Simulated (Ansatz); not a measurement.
```xyz
8

C     0.710    0.683   -0.460
Ge   -0.590   -0.632    0.139
I    -0.921   -0.343    2.626
H     1.657    0.532    0.058
H     0.345    1.688   -0.249
H     0.869    0.578   -1.535
H    -0.104   -2.074   -0.069
H    -1.968   -0.431   -0.509
```

Charge 0, multiplicity 1. I: def2 effective core potential.

List the PBE0/def2-TZVPP orbital energies in eV (the Gaussian-basis code of Ansatz). (Estimate.)

The calculation gave: Occupied: -10860.59, -1358.83, -1208.67, -1208.63, -1208.62, -278.44, -187.42, -171.56, -133.34, -133.12, -133.11, -121.43, -121.31, -121.29, -52.44, -52.37, -52.36, -52.17, -52.17, -34.23, -34.19, -34.17, -34.08, -34.07, -20.18, -19.07, -14.95, -11.99, -11.94, -9.94, -9.66, -9.06, -7.42, -7.41. Lowest empty: -0.74, 0.81, 1.08, 1.65, 2.39, 2.75, 2.93, 3.99.
